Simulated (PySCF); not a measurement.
GeO, charge +1, doublet, at a GFN2-xTB geometry (a state made from the parent by changing its charge; the spin is typed, not shown lowest); MN15/STO-3G (PySCF).

Input for PySCF:
```python
from pyscf import gto, scf, dft

mol = gto.Mole()
mol.atom = '''
    Ge   -0.00000000   -0.00000000   -0.32217216
    O     0.00000000    0.00000000    1.28868862
'''
mol.basis = 'sto-3g'
mol.charge = 1
mol.spin = 1
mol.verbose = 4
mol.build()

mf = dft.UKS(mol)
mf.xc = 'mn15'
mf.grids.atom_grid = (99, 590)
mf.kernel()
```

### Question
Predict the main parts of the log of this PySCF run.

### Answer

```
PySCF version 2.14.0

[INPUT] verbose = 4
[INPUT] num. atoms = 2
[INPUT] num. electrons = 39
[INPUT] charge = 1
[INPUT] spin (= nelec alpha-beta = 2S) = 1
[INPUT] symmetry False subgroup None
[INPUT] Mole.unit = angstrom
[INPUT] Symbol           X                Y                Z      unit          X                Y                Z       unit  Magmom
[INPUT]  1 Ge     0.000000000000   0.000000000000  -0.322172160000 AA    0.000000000000   0.000000000000  -0.608817147360 Bohr   0.0
[INPUT]  2 O      0.000000000000   0.000000000000   1.288688620000 AA    0.000000000000   0.000000000000   2.435268551644 Bohr   0.0

nuclear repulsion = 84.0975009618895
number of shells = 11
number of NR pGTOs = 69
number of NR cGTOs = 23
basis = sto-3g
ecp = {}

******** <class 'pyscf.dft.uks.UKS'> ********
method = UKS
initial guess = minao
damping factor = 0
level_shift factor = 0
DIIS = <class 'pyscf.scf.diis.CDIIS'>
diis_start_cycle = 1
diis_space = 8
diis_damp = 0
SCF conv_tol = 1e-09
SCF conv_tol_grad = None
SCF max_cycles = 50
direct_scf = True
direct_scf_tol = 1e-13
number electrons alpha = 20  beta = 19
XC library pyscf.dft.libxc version 7.1.2
    S. Lehtola, C. Steigemann, M. J. T. Oliveira, and M. A. L. Marques,  SoftwareX 7, 1–5 (2018)
XC functionals = mn15
    H. S. Yu, X. He, S. L. Li, and D. G. Truhlar,  Chem. Sci. 7, 5032–5051 (2016)
    H. S. Yu, X. He, S. L. Li, and D. G. Truhlar,  Chem. Sci. 7, 5032–5051 (2016)
radial grids:
    Treutler-Ahlrichs [JCP 102, 346 (1995); DOI:10.1063/1.469408] (M4) radial grids

becke partition: Becke, JCP 88, 2547 (1988); DOI:10.1063/1.454033
pruning grids: <function nwchem_prune>
grids dens level: 3
symmetrized grids: False
atomic radii adjust function: <function treutler_atomic_radii_adjust>
User specified grid scheme (99, 590)
small_rho_cutoff = 0
Set gradient conv threshold to 3.16228e-05
tot grids = 59680
init E= -2122.24018664381

cycle= 1 E= -2124.17963277265  delta_E= -1.94  |g|= 0.38  |ddm|= 1.54
cycle= 2 E= -2122.73899619035  delta_E= 1.44  |g|= 1.66  |ddm|= 1.92
cycle= 3 E= -2124.29987055776  delta_E= -1.56  |g|= 0.128  |ddm|= 1.37
cycle= 4 E= -2124.30894148144  delta_E= -0.00907  |g|= 0.0391  |ddm|= 0.112
cycle= 5 E= -2124.30997751222  delta_E= -0.00104  |g|= 0.00677  |ddm|= 0.0533
cycle= 6 E= -2124.31002645628  delta_E= -4.89e-05  |g|= 0.00234  |ddm|= 0.0131
cycle= 7 E= -2124.31005003237  delta_E= -2.36e-05  |g|= 0.00122  |ddm|= 0.0144
cycle= 8 E= -2124.31005847645  delta_E= -8.44e-06  |g|= 0.000558  |ddm|= 0.011
cycle= 9 E= -2124.31005957646  delta_E= -1.1e-06  |g|= 8.91e-05  |ddm|= 0.00493
cycle= 10 E= -2124.31005958371  delta_E= -7.24e-09  |g|= 8.84e-06  |ddm|= 0.000252
cycle= 11 E= -2124.31005958382  delta_E= -1.17e-10  |g|= 1.46e-06  |ddm|= 2.91e-05
Extra cycle  E= -2124.31005958383  delta_E= -2.73e-12  |g|= 2.75e-06  |ddm|= 6.12e-06
converged SCF energy = -2124.31005958383  <S^2> = 0.75511542  2S+1 = 2.0051089
```
